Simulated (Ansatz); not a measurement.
Geometry optimisation of the cluster Mo2N2.

```yaml
crystal:
  periodic: [false, false, false]
  atoms:
    - {symbol: Mo, position_ang: [-0.104260, -0.763450, 0.363170]}
    - {symbol: Mo, position_ang: [-0.252330, 0.784770, -1.518500]}
    - {symbol: N, position_ang: [1.238730, 0.235920, -0.670930]}
    - {symbol: N, position_ang: [-0.882150, -0.257240, 1.826250]}
basis:
  gaussian: {orbitals: def2-TZVP}
hamiltonian: {xc: pbe, dispersion: d4}
scf: {lower_state_search: "off"}
output: {orbitals: {seedname: orbitals}}
relax: {f_tol: 0.02, max_steps: 100}
```

```sh
$ ansatz run in.yaml --threads 4 --pin off --events-out ev --progress --plain --max-ram 3916MiB
```

Output, abridged:

```
Functional definition: PBE
mean field -6688.76911141 eV, -245.8077310337 hartree, gradient 2.8e-6 eV, S^2 0.000000; 0 other end points of the search recorded, 0 dependent functions left out
relax step   1: F+E_penalty+E_count = -6688.94202637 eV  Δ(F+E_penalty+E_count) = +0.000e0 eV  max|allowed force component| = 2.757e0 eV/Å  Δτ_max = 0.0000 Å  (67 SCF iters, accepted)
mean field -6689.21453479 eV, -245.8241000411 hartree, gradient 2.8e-6 eV, S^2 0.000000; 0 other end points of the search recorded, 0 dependent functions left out
relax step   2: F+E_penalty+E_count = -6689.39155224 eV  Δ(F+E_penalty+E_count) = -4.495e-1 eV  max|allowed force component| = 1.798e0 eV/Å  Δτ_max = 0.1948 Å  (42 SCF iters, accepted)
mean field -6689.48904368 eV, -245.8341880567 hartree, gradient 1.8e-6 eV, S^2 0.000000; 0 other end points of the search recorded, 0 dependent functions left out
relax step   3: F+E_penalty+E_count = -6689.66640966 eV  Δ(F+E_penalty+E_count) = -2.749e-1 eV  max|allowed force component| = 2.540e0 eV/Å  Δτ_max = 0.1901 Å  (40 SCF iters, accepted)
mean field -6689.85548748 eV, -245.8476546181 hartree, gradient 1.1e-6 eV, S^2 0.000000; 0 other end points of the search recorded, 0 dependent functions left out
relax step   4: F+E_penalty+E_count = -6690.02968538 eV  Δ(F+E_penalty+E_count) = -3.633e-1 eV  max|allowed force component| = 3.146e0 eV/Å  Δτ_max = 0.1918 Å  (39 SCF iters, accepted)
mean field -6690.24748975 eV, -245.8620604359 hartree, gradient 2.7e-6 eV, S^2 0.000000; 0 other end points of the search recorded, 0 dependent functions left out
relax step   5: F+E_penalty+E_count = -6690.41902246 eV  Δ(F+E_penalty+E_count) = -3.893e-1 eV  max|allowed force component| = 2.276e0 eV/Å  Δτ_max = 0.1981 Å  (39 SCF iters, accepted)
mean field -6690.51792474 eV, -245.8719987381 hartree, gradient 9.3e-7 eV, S^2 0.000000; 0 other end points of the search recorded, 0 dependent functions left out
relax step   6: F+E_penalty+E_count = -6690.68516825 eV  Δ(F+E_penalty+E_count) = -2.661e-1 eV  max|allowed force component| = 2.714e-1 eV/Å  Δτ_max = 0.2000 Å  (31 SCF iters, accepted)
mean field -6690.53259365 eV, -245.8725378106 hartree, gradient 2.4e-6 eV, S^2 0.000000; 0 other end points of the search recorded, 0 dependent functions left out
relax step   7: F+E_penalty+E_count = -6690.70013389 eV  Δ(F+E_penalty+E_count) = -1.497e-2 eV  max|allowed force component| = 1.284e-1 eV/Å  Δτ_max = 0.0735 Å  (33 SCF iters, accepted)
mean field -6690.53232514 eV, -245.8725279433 hartree, gradient 2.4e-6 eV, S^2 0.000000; 0 other end points of the search recorded, 0 dependent functions left out
relax step   8: F+E_penalty+E_count = -6690.70000472 eV  Δ(F+E_penalty+E_count) = +1.292e-4 eV  max|allowed force component| = 1.389e-1 eV/Å  Δτ_max = 0.0104 Å  (27 SCF iters, rejected (line search))
mean field -6690.53310474 eV, -245.8725565929 hartree, gradient 2.0e-6 eV, S^2 0.000000; 0 other end points of the search recorded, 0 dependent functions left out
relax step   9: F+E_penalty+E_count = -6690.70072337 eV  Δ(F+E_penalty+E_count) = -5.895e-4 eV  max|allowed force component| = 2.957e-2 eV/Å  Δτ_max = 0.0052 Å  (27 SCF iters, accepted)
mean field -6690.53311749 eV, -245.8725570615 hartree, gradient 3.0e-6 eV, S^2 0.000000; 0 other end points of the search recorded, 0 dependent functions left out
relax step  10: F+E_penalty+E_count = -6690.70076089 eV  Δ(F+E_penalty+E_count) = -3.752e-5 eV  max|allowed force component| = 5.534e-4 eV/Å  Δτ_max = 0.0018 Å  (26 SCF iters, accepted)
Total energy: -6690.70080880 eV, -245.8787196033 hartree
Atom 0 at     0.150079    -0.700351     0.863144 Å, force    -0.000480     0.000156     0.000082 eV/Å
Atom 1 at    -0.150099     0.700493    -0.863296 Å, force     0.000523    -0.000452     0.000105 eV/Å
Atom 2 at     1.336081     0.239624    -1.450221 Å, force     0.000105     0.000399    -0.000553 eV/Å
Atom 3 at    -1.336071    -0.239766     1.450363 Å, force    -0.000148    -0.000104     0.000367 eV/Å
Dipole moment:     0.000068     0.000026    -0.000088 e Å
Checks for a lower state left out: stability, starts, cluster_reference, orbital_swaps, neighbouring_geometries, increment
```

Hardware: 4 threads of Arm Neoverse V2 on a shared host. Wall time 10 s.

In the def2 sets Mo takes a core potential; there is no spin–orbit coupling. The order of the spin states hangs on the level: the quintet lies 0.48 eV below the singlet at PBE0-D4/def2-TZVP, but 0.23 eV above it at PBE-D4/def2-TZVP. The structure comes from a short search, and lower isomers may exist.
